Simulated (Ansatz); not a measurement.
Input for Ansatz (a quantum-chemistry and plane-wave program): R-r2SCAN/def2-TZVPPD on C2H10Ge (a complex). Files ending in .json are basis or fitting sets from the Basis Set Exchange.

Ansatz 0.2 input:
```yaml
crystal:
  periodic: [false, false, false]
  atoms:
    - {symbol: Ge, position_ang: [-0.15445395, 0.14853706, -0.24637723]}
    - {symbol: H, position_ang: [-0.50518300, -0.05966162, -1.72772934]}
    - {symbol: H, position_ang: [0.41996131, -1.15308113, 0.33115045]}
    - {symbol: H, position_ang: [-1.42203654, 0.53481203, 0.52928761]}
    - {symbol: H, position_ang: [0.88635996, 1.27008888, -0.11978313]}
    - {symbol: C, position_ang: [0.57051507, 0.48144020, 3.48761754]}
    - {symbol: C, position_ang: [-0.37712117, -0.66715077, 3.82037198]}
    - {symbol: H, position_ang: [1.02002331, 0.89992909, 4.39016119]}
    - {symbol: H, position_ang: [0.04839038, 1.29192689, 2.97539973]}
    - {symbol: H, position_ang: [1.38415969, 0.15051575, 2.83923572]}
    - {symbol: H, position_ang: [0.14573466, -1.47621712, 4.33399653]}
    - {symbol: H, position_ang: [-0.82603918, -1.08603623, 2.91806380]}
    - {symbol: H, position_ang: [-1.19013420, -0.33517619, 4.46892339]}
basis:
  gaussian:
    orbitals: def2-TZVPPD.json
hamiltonian:
  xc: {name: r2SCAN}
scf: {lower_state_search: off}
```

The head of its log:

```
WARN ansatz: RAYON_NUM_THREADS=1 ignored (pool sized by the plan → 1); use --threads N
Functional definition: r2SCAN
these checks for a lower state are left out or cut short: stability, starts, cluster_reference, orbital_swaps, neighbouring_geometries, increment
integrals: 0.24 GiB planned
1311 factors; their error is unknown
mean field: 1.71 GiB planned
mean field evaluation 1: about -58744.8224 eV, gradient 6.5e1 eV
mean field evaluation 2: about -58737.0337 eV, gradient 8.2e1 eV
```

**Question.** Give the final energy of this run.

**Answer.** -2159.1762 hartree.
